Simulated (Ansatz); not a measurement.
Zn3O3. Total charge 0; singlet. Geometry r2SCAN-D4/def2-SVP; atoms count from 1.

```xyz
6

Zn   -0.5728    1.3441    0.3571
Zn    0.1335   -1.0647    1.0540
Zn    0.4395   -0.2793   -1.4111
O    -0.5867    0.3730    1.8841
O     0.7646   -1.7947   -0.4769
O    -0.1781    1.4217   -1.4073
```

The structure comes from a short search, and lower isomers may exist.

Q: Estimate the Mulliken populations from the PBE0/def2-TZVP orbitals of Ansatz.

A: 
```json
{"atom": "Zn1", "charge (e)": "0.64", "d electrons": "10.05"}
{"atom": "Zn2", "charge (e)": "0.64", "d electrons": "10.05"}
{"atom": "Zn3", "charge (e)": "0.64", "d electrons": "10.05"}
{"atom": "O4", "charge (e)": "-0.64", "d electrons": "–"}
{"atom": "O5", "charge (e)": "-0.64", "d electrons": "–"}
{"atom": "O6", "charge (e)": "-0.64", "d electrons": "–"}
```
Mulliken values depend strongly on the basis.

Q: And the Mayer bond orders between heavy atoms (over 0.3)?

A: Zn1–O4 0.98 (1.81 Å); Zn1–O6 0.98 (1.81 Å); Zn2–O4 0.98 (1.81 Å); Zn2–O5 0.98 (1.81 Å); Zn3–O5 0.98 (1.81 Å); Zn3–O6 0.98 (1.81 Å).
